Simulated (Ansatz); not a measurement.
C2H7AlSi (`[CH2]1C[SiH2][AlH]1`). Total charge 0; spin multiplicity 1. All single points use the PBE0-D4/def2-TZVP geometry.

```xyz
11

C    -0.648    0.836    0.674
C     0.143    0.748   -0.660
Si    0.988   -0.975   -0.602
Al   -0.871   -1.111    0.948
H    -1.499    1.521    0.641
H     0.011    1.204    1.472
H    -0.552    0.736   -1.507
H     0.824    1.589   -0.822
H     1.183   -1.640   -1.923
H     2.332   -0.883    0.046
H    -1.912   -2.026    1.733
```

(1) What is the dipole moment at r2SCAN/def2-TZVPP? (Best estimate.)

(2) And with PBE, B3LYP, ωB97M-V? (Estimate.)

(3) Give the Mulliken charges with r2SCAN, ωB97M-V, PBE in def2-TZVPP. (An estimate is asked.)

Answers

(1) Ansatz gave: 0.82 D, with components (-0.63, 0.43, 0.31) D in this frame, pointing from negative to positive charge.

(2) Computed: PBE 0.83 D, B3LYP 0.77 D, ωB97M-V 0.79 D.

(3) Ansatz gave: 
```
atom  r2SCAN  ωB97M-V    PBE
  C1   -0.30    -0.40  -0.28
  C2   -0.15    -0.30  -0.19
 Si3    0.09     0.05   0.04
 Al4    0.44     0.36   0.32
  H5    0.05     0.10   0.08
  H6    0.06     0.11   0.08
  H7    0.06     0.12   0.10
  H8    0.05     0.10   0.08
  H9   -0.09    -0.04  -0.07
 H10   -0.08    -0.04  -0.06
 H11   -0.14    -0.09  -0.10
```

B3LYP here is the variant with VWN-RPA as its local correlation; programs differ in this.
